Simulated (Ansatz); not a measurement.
Frontier orbitals of CH$_{4}$ClFO$_{2}$Si (`CO[Si](O)(F)Cl`).

```xyz
10

C    -1.6247    0.1598   -0.2017
O    -0.6121   -0.5985    0.4357
Si    0.9659   -0.4574    0.1837
O     1.3886    1.1015    0.3063
F     1.3734   -0.9851   -1.2566
Cl    1.9219   -1.6338    1.5243
H    -1.7054   -0.1110   -1.2580
H    -1.4249    1.2312   -0.1184
H    -2.5686   -0.0662    0.2940
H     2.2858    1.3594    0.0907
```

Total charge 0; spin multiplicity 1. The geometry is a stationary point of PBE0-D4/def2-TZVP. It is one conformer, not always the lowest. Basis def2-TZVPP, Ansatz 0.2.0.

```
functional  HOMO (eV)  LUMO (eV)  gap (eV)
       PBE      -7.33      -0.44      6.89
      PBE0      -8.97       0.50      9.47
   r2SCANh      -8.31       0.50      8.81
     BHLYP     -10.52       1.19     11.71
 CAM-B3LYP     -10.44       1.29     11.73
   ωB97X-V     -11.47       2.46     13.93
   ωB97M-V     -11.37       2.02     13.39
```

Against PBE, PBE0 changes HOMO and LUMO by −1.64 and +0.93 eV, ωB97M-V by −4.04 and +2.46 eV. A gap of 6.90 eV thus becomes 13.40 eV for the same molecule, so an orbital gap means little without its functional. A positive LUMO is unbound and depends on the basis.
